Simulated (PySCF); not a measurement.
# Bonding in `CC(C)[Si](O)(O)CF`

Compound: C₄H₁₁FO₂Si.
Atom-mapped SMILES: `[CH3:1][CH:2]([CH3:3])[Si:4]([OH:5])([OH:6])[CH2:7][F:8]` (hydrogens: H9, H10, H11 on C1; H12 on C2; H13, H14, H15 on C3; H16 on O5; H17 on O6; H18, H19 on C7)

Structure used (GFN2-xTB), in Å, numbered top down from 1:
```xyz
19
C4H11FO2Si angstrom
C     -1.4875   -1.2667   -0.0764
C     -0.9197    0.0395    0.4818
C     -1.4464    1.2207   -0.3366
Si     0.9911    0.0106    0.5792
O      1.5564   -1.2036    1.4975
O      1.5660    1.3914    1.2363
C      1.7882   -0.3216   -1.1333
F      1.4682    0.6856   -2.0308
H     -1.2100   -1.3857   -1.1210
H     -2.5746   -1.2680   -0.0135
H     -1.1075   -2.1207    0.4790
H     -1.3044    0.1525    1.5032
H     -2.5347    1.2056   -0.3660
H     -1.1328    2.1678    0.0974
H     -1.0779    1.1731   -1.3584
H      1.6111   -1.0961    2.4437
H      1.4727    2.2194    0.7732
H      1.4535   -1.2536   -1.5894
H      2.8784   -0.3409   -1.0734
```

Bond orders from the PBE0/pcSseg-1 density (PySCF). Isolated species at its GFN2-xTB geometry (one conformer only).

(1) Where do the orders between heavy atoms depart from those drawn in the SMILES?

(2) Set the Mayer orders of the bonds between heavy atoms beside their lengths.

(3) And the bonds to hydrogen?

(4) Sum the orders of all bonds at each heavy atom with more than one neighbour and set the sums beside the valence in the SMILES.

## Answers

(1) The largest departure is 0.184, at C7–F8 (drawn single, 0.816). Drawn single, order below 0.88: C2–Si4 (0.837), Si4–C7 (0.845) and C7–F8 (0.816).

(2) 
```
  bond  drawn as  length (Å)  Mayer order
 C1–C2    single       1.530        1.028
 C2–C3    single       1.531        1.032
C2–Si4    single       1.913        0.837
Si4–O5    single       1.624        1.053
Si4–O6    single       1.634        1.040
Si4–C7    single       1.918        0.845
 C7–F8    single       1.386        0.816
```

(3) C–H: 0.94 to 0.97 (9 bonds); H–O: 0.93 (2 bonds).

(4) C1 3.923 (drawn 4), C2 3.832 (drawn 4), C3 3.921 (drawn 4), Si4 3.775 (drawn 4), O5 1.984 (drawn 2), O6 1.974 (drawn 2), C7 3.557 (drawn 4). Orders between atoms that aren't bonded are not in these sums.

The Mayer order sums products of elements of PS (density times overlap matrix) between the two atoms' basis functions, so it depends on the basis set.

The run behind these numbers computed NMR shieldings as well. Time: 46 s wall (grids of density and orbitals included); peak memory 0.88 GiB. Hardware: an Arm Neoverse V1 with one thread, no GPU, shared host.
